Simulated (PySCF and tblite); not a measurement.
C8H11NO, numbered as in [CH2:1]=[CH:2]/[CH:3]=[CH:4]\[C:5](=[CH2:6])[NH:7][C:8]([CH3:9])=[O:10]. Level: B3LYP-D3(BJ)/def2-SVP//GFN2-xTB, thermal terms from GFN2-xTB, symmetry numbers and mirror pairs counted. Conformers within 5 kcal/mol (GFN2-xTB free energy) were kept, 9 at most. GIAO shieldings: WP04/6-31G*. Shifts are against NH3 (¹⁵N) at the same level. (PySCF 2.14, tblite 0.8.)

Torsions listed: C1–C2–C3–C4, C3–C4–C5–N7, C4–C5–N7–C8, C5–N7–C8–O10. Of a mirror pair one member is shown.

```
conformer                  shape  point group  mirror pair  ΔE(DFT)  Δ(G−E) at 500 K  δ N7 (ppm)
        1  172°, -34°, 167°, -1°           C1          yes     0.00             0.00       132.5
        2   171°, 141°, 178°, 0°           C1          yes     0.56            -0.12       129.0
        3   175°, 135°, -18°, 3°           C1          yes     1.47            -0.05       131.8
        4   38°, 28°, -168°, -2°           C1          yes     2.09            -0.03       131.8
        5   38°, -140°, 180°, 1°           C1          yes     6.67            -0.53       126.7
        6   36°, -129°, 14°, -2°           C1          yes     7.24            -0.29       132.3
```

Energies in kcal/mol; the thermal term leaves out symmetry numbers and mirror images.

(1) Work out the weights at 500 K and the ¹⁵N shift of N7 under fast exchange.

Rotation about the C–N or B–N bond may be slow on the NMR time scale, and the averages treat it as fast. Unscaled ¹⁵N shifts at such levels can be off by tens of ppm; differences between conformers or isomers are more reliable.

## Answers

(1) RT = 0.994 kcal/mol. Each conformer gets RT ln(σ/g), with σ the rotational symmetry number and g = 2 for a mirror pair: 1: σ = 1, g = 2, G = 0.00 + 0.00 − 0.69 = -0.69, 0.00 above the lowest, exp(−ΔG/RT) = 1.000; 2: σ = 1, g = 2, G = 0.56 − 0.12 − 0.69 = -0.25, 0.44 above the lowest, exp(−ΔG/RT) = 0.642; 3: σ = 1, g = 2, G = 1.47 − 0.05 − 0.69 = 0.74, 1.42 above the lowest, exp(−ΔG/RT) = 0.239; 4: σ = 1, g = 2, G = 2.09 − 0.03 − 0.69 = 1.37, 2.05 above the lowest, exp(−ΔG/RT) = 0.127; 5: σ = 1, g = 2, G = 6.67 − 0.53 − 0.69 = 5.45, 6.14 above the lowest, exp(−ΔG/RT) = 0.002; 6: σ = 1, g = 2, G = 7.24 − 0.29 − 0.69 = 6.26, 6.95 above the lowest, exp(−ΔG/RT) = 0.001. The sum is 2.010, so the weights are 49.8, 31.9, 11.9, 6.3, 0.1, 0.0 %. The averaged shift is 131.3 ppm. At 298.15 K it is 131.5 ppm. At 298.15 K the leading conformer alone gives 132.5 ppm and bare DFT energies give 131.6 ppm.


¹⁵N shifts are against a computed isolated NH3 molecule, about 20 ppm from the liquid.